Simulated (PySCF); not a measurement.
This PySCF input asks for the NMR shieldings of C5H12BP; the geometry comes from GFN2-xTB.

```python
import basis_set_exchange as bse
import numpy as np
from pyscf import gto, dft
from pyscf.prop import nmr

atoms = """
C    -0.617946   -0.683435    1.566202
B    -1.289293   -0.098889    0.262491
C    -1.683987    1.427304    0.221785
C    -1.510487   -1.005701   -1.008558
P     1.893283    1.132101   -0.963698
C     2.433665   -0.577911   -0.552676
C     3.131413    0.299919    0.114452
H    -0.968691   -0.209582    2.480178
H     0.452730   -0.478233    1.510242
H    -0.724050   -1.760058    1.679307
H    -0.889859    2.053697    0.624729
H    -1.927822    1.794118   -0.772092
H    -2.554941    1.604561    0.853237
H    -2.423193   -0.759475   -1.547445
H    -1.514145   -2.074459   -0.806858
H    -0.691749   -0.813602   -1.704473
H     2.736638    1.327259   -2.095223
H     2.247286   -1.614892   -0.717433
H     3.891344    0.446528    0.848371
"""
names = dict.fromkeys(["C", "B", "P", "H"], "pcSseg-1")
basis = {el: gto.basis.parse(bse.get_basis(n, elements=[el], fmt="nwchem")) for el, n in names.items()}
mol = gto.M(atom=atoms, basis=basis, charge=0, verbose=0)
mf = dft.RKS(mol, xc="PBE0")
mf.grids.level = 2
mf.grids.alignment = dft.numint.BLKSIZE   # the property module wants whole blocks of grid points
mf.conv_tol = 1e-9
mf.kernel()

calc = nmr.RKS(mf)   # GIAO
C = mf.mo_coeff
Co = C[:, mf.mo_occ > 0]
resp = mf.gen_response(singlet=True, hermi=2)
def vind(x):   # induced exchange potential for any number of trial vectors
    d = np.einsum("pi,xij,qj->xpq", C, 2 * x.reshape(-1, C.shape[1], Co.shape[1]), Co, optimize=True)
    return np.einsum("xpq,pi,qj->xij", resp(d - d.transpose(0, 2, 1)), C, Co, optimize=True).ravel()
mo1, _ = nmr.rhf.solve_mo1(calc, with_cphf=vind)
sigma = calc.kernel(mo1)
for i, s in enumerate(sigma):   # ppm
    w = np.linalg.eigvalsh((s + s.T) / 2)
    print("%2d %-2s iso %8.1f  s11 %8.1f  s22 %8.1f  s33 %8.1f" % (i, mol.atom_pure_symbol(i), w.mean(), *w))
```

**Question.** Give the expected output.

**Answer.** 
```
 0 C  iso    170.1  s11    150.9  s22    172.8  s33    186.6
 1 B  iso     11.0  s11    -47.4  s22    -43.6  s33    124.0
 2 C  iso    169.6  s11    148.7  s22    177.1  s33    182.9
 3 C  iso    168.7  s11    150.0  s22    168.8  s33    187.3
 4 P  iso    603.1  s11    364.8  s22    367.3  s33   1077.3
 5 C  iso     60.3  s11    -98.3  s22     90.5  s33    188.6
 6 C  iso     62.0  s11    -95.8  s22     94.0  s33    187.7
 7 H  iso     31.0  s11     27.1  s22     29.7  s33     36.1
 8 H  iso     31.8  s11     28.0  s22     29.1  s33     38.4
 9 H  iso     31.0  s11     27.4  s22     29.7  s33     35.8
10 H  iso     30.8  s11     28.0  s22     29.3  s33     35.1
11 H  iso     30.7  s11     28.1  s22     29.8  s33     34.3
12 H  iso     31.3  s11     27.1  s22     29.3  s33     37.4
13 H  iso     30.5  s11     26.5  s22     29.5  s33     35.5
14 H  iso     30.7  s11     27.0  s22     29.5  s33     35.4
15 H  iso     30.6  s11     28.2  s22     28.3  s33     35.3
16 H  iso     29.8  s11     21.5  s22     24.5  s33     43.5
17 H  iso     23.7  s11     18.7  s22     25.7  s33     26.6
18 H  iso     23.7  s11     19.6  s22     24.5  s33     26.9
```

These numbers come from an equivalent density-fitted implementation of the same equations, which agrees with the script to about 0.01 ppm for H and up to a few tenths of a ppm for heavy atoms, so last digits may differ.

Size and cost of the density-fitted run: 186 basis functions, 28 s wall time on 1 thread of an Arm Neoverse V2, shared host; peak memory 0.84 GiB.
